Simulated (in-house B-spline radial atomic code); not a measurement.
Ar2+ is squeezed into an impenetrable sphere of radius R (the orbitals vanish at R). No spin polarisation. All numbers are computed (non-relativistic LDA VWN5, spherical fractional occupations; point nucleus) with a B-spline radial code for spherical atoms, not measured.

Energies in eV above the free ion in [Ne] 3s2 3p4:

```
R (bohr)  highest level (eV)  [Ne] 3s2 3p4  [Ne] 3s1 3p5  [He] 2s2 2p5 3s2 3p4 3d1  -dE/dV in [Ne] 3s2 3p4 (GPa)
    8.24               -35.5             0         14.72                     258.6                      1.33e-05
    6.95               -35.5     0.0001528         14.72                     258.6                      0.000785
    5.36               -35.5       0.01395         14.74                     258.7                         0.116
    4.54               -35.4        0.1324         14.87                     258.9                          1.49
    3.78               -34.7         1.001         15.83                     260.1                          15.8
    3.01               -31.4         7.319         22.62                     266.8                           177
    2.56               -25.5         23.01         39.13                     282.9                           768
     2.2               -14.9         57.67         74.94                     318.7                          2630
    1.95               -1.02         110.3         128.6                     373.3                          6540
    1.34                 104         596.4         614.2                     885.7                         85500
```

(1) Does [Ne] 3s1 3p5 fall below [Ne] 3s2 3p4 under compression?

(2) Does [He] 2s2 2p5 3s2 3p4 3d1 fall below [Ne] 3s2 3p4 under compression?

The highest level is first positive in the row R = 1.34 bohr, pushed up by confinement above the zero of the free ion's potential. Each configuration is held fixed and needn't be the lowest in the sphere.

## Answers

(1) No, it stays above over the whole range.

(2) No, it stays above over the whole range.
